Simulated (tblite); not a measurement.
Compound: C₅H₈F₃OP.
Z-matrix (Å and degrees, GFN2-xTB geometry), rows numbered from 1:
```
O 
P   1  1.4593
C   2  1.8320  1  119.34
C   3  1.5242  2  104.05  1  -147.85
C   4  1.5318  3  106.99  2    44.42
C   5  1.5321  4  108.20  3   -46.10
C   6  1.5062  2  108.73  1  -111.81
F   7  1.3415  6  113.16  2   170.94
F   7  1.3426  6  111.05  2    50.79
F   7  1.3423  6  112.92  2   -68.46
H   2  1.3916  1  114.84  3   127.00
H   3  1.0894  2  112.08  1    89.70
H   3  1.0935  2  107.33  1   -29.25
H   4  1.0900  3  111.58  2   165.59
H   4  1.0911  3  109.74  2   -74.45
H   5  1.0911  4  111.33  3  -168.32
H   5  1.0912  4  109.26  3    72.19
H   6  1.0946  2  108.85  1     4.21
```

Computed values, GFN2-xTB/tblite, gas phase, harmonic and unscaled. Against measured fundamentals such values can be off by several per cent, at times by over 20. Modes of hydrogen on phosphorus can be 10 to 20 % off. One conformer, not necessarily the lowest.

Harmonic wavenumbers (cm⁻¹): 44.7, 67.3, 126.3, 175.1, 243.3, 257.9, 294.9, 329.6, 360.5, 431.6, 478.3, 487.5, 541.4, 610.5, 722.3, 736.4, 794.4, 798.6, 870.2, 909.4, 932.9, 946.6, 985.9, 1018.7, 1025.4, 1054.1, 1087.9, 1101.4, 1127.0, 1168.5, 1182.7, 1224.4, 1235.8, 1277.5, 1307.2, 1315.0, 1327.0, 1425.9, 1473.3, 1485.5, 2302.5, 2948.5, 2953.7, 2985.5, 2994.5, 2996.8, 3000.7, 3007.7.

A = 1709, B = 997.1, C = 767.8 MHz; mass 172.026 u (most abundant isotopes); point group C1, symmetry number 1.

Q: Zero-point energy?

A: Half the sum of the wavenumbers: 28086 cm⁻¹ = 335.99 kJ/mol.

Q: What is S at 500 K and 1 bar for an ideal gas of classical rigid rotors and harmonic oscillators?

A: Translation 183.80, rotation 131.49, vibration 202.42: S = 517.7 J/(mol K).

Q: And Cp and H(500 K) − H(0)?

A: Cp = 243.20 J/(mol K), of which vibrations give 209.94 (their classical limit is 48 R = 399.1); H(500 K) − H(0) = 69.97 kJ/mol without the zero-point energy, 53.34 from vibrations.

Q: What must be added to the electronic energy to get the Gibbs energy at 500 K and 1 bar?

A: ZPE + [H(500 K) − H(0)] − T·S = 335.99 + 69.97 − 258.86 = 147.10 kJ/mol.

Q: Blend soft modes into free rotors: weight 1/[1 + (100 cm⁻¹/ν̃)⁴] for the oscillator and the rest for a rotor with moment μB/(μ + B), μ = h/(8π²ν), B = 10⁻⁴⁴ kg m². What vibrational entropy results?

A: 188.33 J/(mol K) in place of 202.42, which changes −T·S at 500 K by +7.04 kJ/mol.

Q: How do the functions run with temperature in this model?

A: 
```json
{"T (K)": "50", "S (J/(mol K))": "251.0", "Cp (J/(mol K))": "52.0", "H − H(0) (kJ/mol)": "2.06", "G − H(0) (kJ/mol)": "-10.49", "ln q(vib)": "0.51"}
{"T (K)": "100", "S (J/(mol K))": "293.5", "Cp (J/(mol K))": "73.5", "H − H(0) (kJ/mol)": "5.19", "G − H(0) (kJ/mol)": "-24.16", "ln q(vib)": "1.57"}
{"T (K)": "298.15", "S (J/(mol K))": "413.3", "Cp (J/(mol K))": "162.8", "H − H(0) (kJ/mol)": "28.48", "G − H(0) (kJ/mol)": "-94.73", "ln q(vib)": "6.36"}
{"T (K)": "373.15", "S (J/(mol K))": "453.5", "Cp (J/(mol K))": "196.2", "H − H(0) (kJ/mol)": "41.96", "G − H(0) (kJ/mol)": "-127.24", "ln q(vib)": "8.26"}
{"T (K)": "750", "S (J/(mol K))": "629.0", "Cp (J/(mol K))": "304.4", "H − H(0) (kJ/mol)": "139.12", "G − H(0) (kJ/mol)": "-332.66", "ln q(vib)": "17.80"}
{"T (K)": "1000", "S (J/(mol K))": "722.1", "Cp (J/(mol K))": "341.4", "H − H(0) (kJ/mol)": "220.20", "G − H(0) (kJ/mol)": "-501.88", "ln q(vib)": "23.67"}
```

q(vib) and H(0) count from the zero-point level.

Q: Which modes carry the vibrational entropy at 500 K?

A: 44.7 cm⁻¹: 25.37; 67.3 cm⁻¹: 21.98; 126.3 cm⁻¹: 16.78; 175.1 cm⁻¹: 14.10; 243.3 cm⁻¹: 11.45; 257.9 cm⁻¹: 10.98 J/(mol K); the other 42 give 101.77 together.

Hindered rotation and anharmonicity are outside this model. Other conformers, if any are populated, would add a mixing term that is left out. The structure is chiral; the term R ln 2 for an equal mix with its mirror image is left out.
